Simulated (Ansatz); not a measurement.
Isolated molecules relaxed with PBE0-D4/def2-TZVP in Ansatz; ΔE leaves out vibrations. CBS: MP2 limit from def2 TZ/QZ plus the TZ coupled-cluster correction, frozen cores. For Zn outer-core shells are correlated without core-valence functions, which leaves a few kJ/mol of doubt a bond. Scalar relativity is left out up to krypton.

Reaction (redistribution): `BN1[SiH2]C1F` + `C[N](C)[ZnH]` → `B[N](C)[ZnH]` + `CN1[SiH2]C1F`

`BN1[SiH2]C1F`:

Z-matrix (Å, degrees):
```
Si
N 1 1.724
C 1 1.853 2 47.5
H 1 1.479 2 118.0 3 -110.4
H 1 1.477 2 117.7 3 105.9
B 2 1.397 1 156.2 3 177.3
F 3 1.370 1 120.1 2 103.1
H 3 1.089 1 126.2 2 -103.0
H 6 1.197 2 118.7 1 2.7
H 6 1.197 2 119.2 1 -176.9
```

`C[N](C)[ZnH]`:

Cartesian coordinates in Å:
```
C -0.875 0.174 0.971
N 0.187 -0.140 0.055
C -0.001 0.480 -1.228
Zn 1.603 -1.196 0.471
H -0.720 -0.303 1.942
H -0.957 1.259 1.150
H -1.856 -0.161 0.595
H -0.043 1.579 -1.152
H 0.813 0.233 -1.915
H -0.941 0.159 -1.707
H 2.790 -2.081 0.819
```

`B[N](C)[ZnH]`:

```xyz
10

B    -1.146   -0.711   -0.343
N    -0.053    0.058    0.019
C     1.312   -0.412   -0.069
Zn   -0.669    1.703    0.599
H    -2.249   -0.218   -0.229
H    -1.029   -1.834   -0.760
H     1.335   -1.434   -0.460
H     1.912    0.217   -0.734
H     1.802   -0.413    0.909
H    -1.215    3.043    1.068
```

`CN1[SiH2]C1F`:

Cartesian coordinates in Å:
```
C -0.339 0.217 1.520
N 0.027 -0.133 0.178
Si -0.114 -0.988 -1.273
C 0.523 0.698 -0.845
F 1.883 0.981 -0.780
H 0.544 0.456 2.120
H -0.852 -0.622 1.991
H -1.011 1.084 1.537
H -1.452 -1.193 -1.887
H 0.782 -2.142 -1.519
H 0.007 1.642 -1.041
```

```json
{"level": "CCSD(T)/def2-TZVPP", "ΔE (kJ/mol)": "-39.1"}
{"level": "MP2/def2-QZVPP", "ΔE (kJ/mol)": "-38.3"}
```

(1) What does CCSD(T)/CBS give? (Estimate.)

Largest T1 diagnostic among the species: 0.016.

Answers

(1) The calculation gave: -38.0 kJ/mol. The listed levels differ from it by -1.1, -0.3 kJ/mol.

In def2-TZVPP, CCSD(T) changes the Hartree–Fock value by −6.4 kJ/mol (the triples alone add −1.3 kJ/mol) and MP2 by −6.2 kJ/mol.
